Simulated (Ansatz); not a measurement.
```xyz
11

N     1.7505    0.1736    1.2197
C     0.3939    0.0132    0.8592
O     0.1844    0.1101   -0.5594
Si   -1.2169   -0.2029   -1.3221
Cl   -2.6893    1.1147   -0.7427
H     2.1012    1.0843    0.9550
H     2.3367   -0.5339    0.7974
H     0.0443   -0.9676    1.1988
H    -0.2033    0.7883    1.3469
H    -0.9748   -0.0253   -2.7663
H    -1.7266   -1.5545   -0.9865
```

Total charge 0; spin multiplicity 1.

Problem. List the PBE0/def2-TZVPP orbital energies in eV (Ansatz). (Estimate.)

Solution. The calculation gave: Occupied: -2767.26, -1803.87, -522.95, -391.26, -280.50, -259.13, -197.40, -197.28, -197.27, -146.04, -100.75, -100.70, -100.66, -28.85, -25.06, -23.03, -18.80, -15.59, -14.86, -13.50, -13.11, -12.15, -10.98, -10.75, -9.84, -9.33, -8.86, -8.63, -7.82. Lowest empty: 0.56, 0.81, 1.21, 1.70, 2.18, 2.48, 2.60, 3.63.
